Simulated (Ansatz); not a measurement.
## Nudged elastic band run: C2H6AlBO

The input (input.yaml):

```yaml
crystal:
  periodic: [false, false, false]
  atoms:
    - { symbol: Al, position_ang: [-1.119266, 2.614264, 0.042682] }
    - { symbol: O, position_ang: [-0.431942, 1.008465, 0.016623] }
    - { symbol: B, position_ang: [0.098857, -0.225068, -0.002439] }
    - { symbol: C, position_ang: [-0.087327, -1.749166, 0.171279] }
    - { symbol: C, position_ang: [1.332363, -1.131857, -0.2121] }
    - { symbol: H, position_ang: [-1.728155, 3.147125, -1.346487] }
    - { symbol: H, position_ang: [-1.067894, 3.384426, 1.452938] }
    - { symbol: H, position_ang: [-0.587064, -2.351333, -0.598749] }
    - { symbol: H, position_ang: [-0.176271, -2.200525, 1.168087] }
    - { symbol: H, position_ang: [2.121727, -1.200576, 0.547809] }
    - { symbol: H, position_ang: [1.710371, -1.352756, -1.218845] }
basis:
  gaussian: { orbitals: "6-31G" }
hamiltonian:
  xc: pbe
neb:
  order_check: false
  images: 5
  f_tol: 0.03
  max_iterations: 22
  initial_path: linear
  final_atoms:
    - { symbol: Al, position_ang: [-1.11960137, 2.6141774, 0.04207448] }
    - { symbol: O, position_ang: [-0.42990026, 1.00931308, 0.01816844] }
    - { symbol: B, position_ang: [0.10039059, -0.22443486, -0.00061346] }
    - { symbol: C, position_ang: [-0.08742126, -1.74857119, 0.1712395] }
    - { symbol: C, position_ang: [1.33290121, -1.13236035, -0.21145522] }
    - { symbol: H, position_ang: [-1.0718682, 3.38530214, 1.45189489] }
    - { symbol: H, position_ang: [-1.72727008, 3.14529864, -1.34832265] }
    - { symbol: H, position_ang: [-0.58841548, -2.34892911, -0.59939476] }
    - { symbol: H, position_ang: [-0.17636785, -2.20125582, 1.1674394] }
    - { symbol: H, position_ang: [2.12213231, -1.20365891, 0.54831565] }
    - { symbol: H, position_ang: [1.7108194, -1.35188201, -1.21854827] }
```

Run as:

```bash
$ ansatz run input.yaml --threads 1 --pin off --max-ram 2048MiB --backend cpu --events-out ev --progress --plain --runs-dir out
```

Output, in part (warnings, iteration lines, the closing report on the highest movable image, with atoms numbered from 0):

```
NEB end point (image 0): max|allowed force component| = 1.469e-3 eV/Å (the criterion of neb.relax_end_points is 1.000e-2)
NEB end point (image 6): max|allowed force component| = 1.112e-3 eV/Å (the criterion of neb.relax_end_points is 1.000e-2)
NEB iter   1: max|band force component| = 9.464e-1 eV/Å  barrier→ = 0.3103 eV  barrier← = 0.3103 eV  Δτ_max = 0.1607 Å  (177 SCF iters)
NEB iter   2: max|band force component| = 2.806e-1 eV/Å  barrier→ = 0.2244 eV  barrier← = 0.2244 eV  CI = image 3  Δτ_max = 0.0712 Å  (132 SCF iters)
NEB iter   3: max|band force component| = 8.011e-2 eV/Å  barrier→ = 0.2160 eV  barrier← = 0.2160 eV  CI = image 3  Δτ_max = 0.0117 Å  (135 SCF iters)
NEB iter   4: max|band force component| = 6.211e-2 eV/Å  barrier→ = 0.2158 eV  barrier← = 0.2158 eV  CI = image 3  Δτ_max = 0.0253 Å  (110 SCF iters)
NEB iter   5: max|band force component| = 7.929e-2 eV/Å  barrier→ = 0.2157 eV  barrier← = 0.2157 eV  CI = image 3  Δτ_max = 0.0107 Å  (126 SCF iters)
NEB iter   6: max|band force component| = 2.684e-2 eV/Å  barrier→ = 0.2156 eV  barrier← = 0.2156 eV  CI = image 3  Δτ_max = 0.0090 Å  (108 SCF iters)
NEB iter   7: max|band force component| = 2.684e-2 eV/Å  barrier→ = 0.2155 eV  barrier← = 0.2155 eV  CI = image 3  Δτ_max = 0.0000 Å  (151 SCF iters)
Total energy: -11480.45276378 eV, -421.8988573386 hartree
Atom 0 at    -1.122801     2.597021     0.224116 Å, force    -0.009735     0.001622     0.008359 eV/Å
Atom 1 at    -0.344766     1.039040     0.120028 Å, force     0.014712    -0.007090     0.001790 eV/Å
Atom 2 at     0.143476    -0.217327    -0.003127 Å, force    -0.006626     0.022931    -0.006705 eV/Å
Atom 3 at    -0.091705    -1.697444    -0.373738 Å, force     0.012875     0.007419     0.007307 eV/Å
Atom 4 at     1.341009    -1.179888     0.129210 Å, force    -0.014106    -0.021118    -0.006114 eV/Å
Atom 5 at    -2.679325     2.706023    -0.181094 Å, force     0.000897    -0.001338    -0.003643 eV/Å
Atom 6 at    -0.225854     3.835304     0.729605 Å, force    -0.000712     0.001658    -0.003595 eV/Å
Atom 7 at    -0.154801    -2.024697    -1.420114 Å, force    -0.001645    -0.000755    -0.001301 eV/Å
Atom 8 at    -0.631126    -2.378570     0.297854 Å, force     0.000715    -0.003912     0.001305 eV/Å
Atom 9 at     1.678492    -1.545039     1.108331 Å, force     0.001508    -0.001563     0.001039 eV/Å
Atom 10 at     2.152798    -1.191425    -0.610273 Å, force     0.002117     0.002147     0.001558 eV/Å
Dipole moment:    -0.130181     0.238743     0.011187 e Å
```

The forces met the threshold. The band force fell under the threshold earlier too, but the program's further tests of the path sent the band on. The order of the stationary point at the top wasn't checked. Limits of this set-up: no polarisation functions.

Final band:

| image | path coordinate (Å) | energy (kcal/mol) |
| --- | --- | --- |
| 0 | 0.00 | 0.0 |
| 1 | 0.91 | 1.1 |
| 2 | 1.81 | 3.5 |
| 3 | 2.72 | 5.0 |
| 4 | 3.63 | 3.5 |
| 5 | 4.54 | 1.1 |
| 6 | 5.45 | 0.0 |

Run time: 2.4 min on 1 CPU thread of a shared host.
